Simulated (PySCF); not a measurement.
Order these species by their calculated properties.

All species are isolated and taken at one optimised geometry, non-relativistic unless stated; the electronic structure was computed with PySCF and density fitting.

Dipoles, sizes and rotational constants follow the conformer. The torsions of the flexible species, by atom-mapped SMILES:
- `[CH:1]#[C:2][Si@@:3]([F:4])([CH2:5][CH3:6])[SiH2:7][OH:8]`: C2–Si3–C5–C6 179°, C2–Si3–Si7–O8 144°, H–O8–Si7–Si3 -51°
- `[CH:1]#[C:2]/[C:3]([F:4])=[CH:5]/[CH:6]=[CH:7]\[CH:8]=[CH2:9]`: C3–C5–C6–C7 180°, C6–C7–C8–C9 180°
- `[NH2:1][C:2](=[O:3])[C:4]#[C:5][C:6]([F:7])([F:8])[F:9]`: H–N1–C2–O3 180°, H–N1–C2–O3 0°
- `[CH2:1]=[C:2]1[CH:3]=[CH:4]/[C:5]1=[CH:6]\[CH:7]=[CH:8]/[F:9]`: C5–C6–C7–C8 180°
- `[H]/[N:1]=[CH:2]\[CH2:3]/[CH:4]=[CH:5]\[SiH2:6][Cl:7]`: N1–C2–C3–C4 117°, C2–C3–C4–C5 102°, C4–C5–Si6–Cl7 -62°
- `[SH:1][SiH:2]1[NH:3][SiH2:4][NH:5]1`: H–S1–Si2–N3 47°
- `[CH2:1]=[C:2]1[CH:3]=[CH:4]/[C:5]1=[CH:6]/[CH:7]=[CH:8]\[F:9]`: C5–C6–C7–C8 180°
- `[CH:1]#[C:2][C@@:3]([F:4])([CH2:5][SiH3:6])[SiH2:7][OH:8]`: C2–C3–C5–Si6 -68°, C2–C3–Si7–O8 168°, H–O8–Si7–C3 -47°
- `[N:1]#[C:2][CH2:3][PH:4][C:5]([F:6])=[C:7]([F:8])[F:9]`: C2–C3–P4–C5 54°, C3–P4–C5–F6 64°

The conformers of `F/C=C\C1=C[C@@H]2[C@@H]3[C@H]1[C@H]23` aren't listed.

**Question.** Rank by lowest triplet excitation (Tamm–Dancoff), lowest first (TDA CAM-B3LYP/def2-SVPD at GFN2-xTB geometries).
A. `C(C(F)(F)F)#CC(=O)N`
B. `C#C[Si@@](F)(CC)[SiH2]O`
C. `C#C/C(F)=C/C=C\C=C`
D. `C1=CC2C=CC1(C=C2)F`

**Answer.** C (2.22 eV), D (3.62 eV), A (4.48 eV), B (4.88 eV).

**Question.** Rank by HOMO energy, highest first (CAM-B3LYP/def2-SVPD at GFN2-xTB geometries).
A. `NC(=O)C#CC(F)(F)F`
B. `FC12C=CC(C=C1)C=C2`
C. `C=C1C=C/C1=C\C=C/F`
D. `[H]/N=C\C/C=C\[SiH2]Cl`
E. `C=C(F)C#CC#CCC`
F. `C#C[Si@@](F)(CC)[SiH2]O`

**Answer.** C (-7.45 eV), B (-7.73 eV), E (-7.97 eV), D (-8.78 eV), F (-9.08 eV), A (-10.04 eV).

**Question.** Give the two extremes of that set in hartree.

**Answer.** `NC(=O)C#CC(F)(F)F`: -0.369 Eh; `C=C1C=C/C1=C\C=C/F`: -0.274 Eh.

**Question.** Rank by static isotropic polarisability, lowest first (CAM-B3LYP/def2-SVPD at GFN2-xTB geometries).
A. `[H]/N=C\C/C=C\[SiH2]Cl`
B. `C=C(F)C#CC#CCC`
C. `C#C[Si@@](F)(CC)[SiH2]O`
D. `FC12C=CC(C=C1)C=C2`
E. `C=C1C=C/C1=C\C=C/F`
F. `C(#C)/C(=C/C=C\C=C)F`
G. `S[SiH]1N[SiH2]N1`
H. `F/C=C\C1=C[C@@H]2[C@@H]3[C@H]1[C@H]23`

**Answer.** D (78.2 au), G (82.4 au), H (88.5 au), A (94.4 au), C (101.0 au), E (108.6 au), B (114.0 au), F (123.2 au).

**Question.** By how much do the two ends of that ranking differ?

**Answer.** By 45.0 au, between `C#C/C(F)=C/C=C\C=C` and `FC12C=CC(C=C1)C=C2`.

**Question.** Rank by dipole moment, highest first (CAM-B3LYP/def2-SVPD at GFN2-xTB geometries).
A. `FC(C#CC(=O)N)(F)F`
B. `C#C[C@@](F)(C[SiH3])[SiH2]O`
C. `C#CC#C/C(C)=C(/C)F`
D. `C=C1C=C/C1=C/C=C\F`
E. `C(C#N)PC(=C(F)F)F`

**Answer.** A (4.21 D), E (3.82 D), C (2.71 D), D (1.53 D), B (0.97 D).

**Question.** Give the two extremes of that set in atomic units.

**Answer.** `C#C[C@@](F)(C[SiH3])[SiH2]O`: 0.38 au; `NC(=O)C#CC(F)(F)F`: 1.66 au.

**Question.** Rank by lowest singlet excitation, highest first (TDDFT CAM-B3LYP/def2-SVPD at GFN2-xTB geometries).
A. `F/C=C\C1=C[C@@H]2[C@@H]3[C@H]1[C@H]23`
B. `C=C(F)C#CC#CCC`
C. `C#C[C@@](F)(C[SiH3])[SiH2]O`
D. `[Si@@](C#C)([SiH2]O)(F)CC`
E. `N#CCPC(F)=C(F)F`
F. `C(/F)=C/C=C1/C(C=C1)=C`

**Answer.** E (5.96 eV), C (5.74 eV), D (5.41 eV), A (4.81 eV), F (4.67 eV), B (4.29 eV).

**Question.** Give the two extremes of that set as wavelengths.

**Answer.** `C=C(F)C#CC#CCC`: 289 nm; `N#CCPC(F)=C(F)F`: 208 nm.

**Question.** Rank by smallest rotational constant, lowest first (GFN2-xTB).
A. `N1[SiH2]N[SiH]1S`
B. `C=C(F)C#CC#CCC`
C. `C#C[Si@@](F)(CC)[SiH2]O`
D. `C#C/C(F)=C/C=C\C=C`
E. `N#CCPC(F)=C(F)F`

**Answer.** B (0.427 GHz), D (0.573 GHz), C (0.789 GHz), E (0.889 GHz), A (1.387 GHz).

**Question.** Give the two extremes of that set in cm⁻¹.

**Answer.** `C=C(F)C#CC#CCC`: 0.0142 cm⁻¹; `S[SiH]1N[SiH2]N1`: 0.0463 cm⁻¹.
